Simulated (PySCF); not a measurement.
C4H3N2, SMILES [c]1cnccn1, multiplicity 2.

The structure is a stationary point at PBE-D3(BJ)/def2-SVP. The isomer is the one that the SMILES or the coordinates give; other isomers of the formula were not compared.

All values below come from PBE-D3(BJ)/def2-SVP run with PySCF 2.14.0.

No scaling factor is applied to the harmonic values.

Computed normal modes with their intensities:
```
mode  ν (cm⁻¹)  IR (km/mol)  moving atoms (share of kinetic energy)
----  --------  -----------  --------------------------------------
1          326          7.1                          C 61 %, H 33 %
2          414          6.5                          N 58 %, C 37 %
3          552         12.1                          N 69 %, C 29 %
4          685          3.8                           C 86 %, N 9 %
5          725          4.9                  C 46 %, N 33 %, H 21 %
6          803         12.7                          H 74 %, C 23 %
7          912          0.0                          H 75 %, C 25 %
8          918         57.1                          N 49 %, C 45 %
9          945          0.0                          H 66 %, C 34 %
10        1038          2.1                  C 62 %, N 21 %, H 16 %
11        1064         21.7                          C 50 %, H 45 %
12        1148          6.8                          H 54 %, C 39 %
13        1244          1.7                  H 64 %, C 20 %, N 16 %
14        1286          5.0                  C 56 %, N 27 %, H 17 %
15        1349         15.1                  H 51 %, C 31 %, N 18 %
16        1442          1.1                  C 52 %, H 33 %, N 15 %
17        1489         16.3                  C 70 %, N 19 %, H 11 %
18        1643          3.1                          C 58 %, N 41 %
19        3090          3.3                           H 92 %, C 8 %
20        3111         27.0                           H 91 %, C 9 %
21        3118          3.7                           H 91 %, C 9 %
```
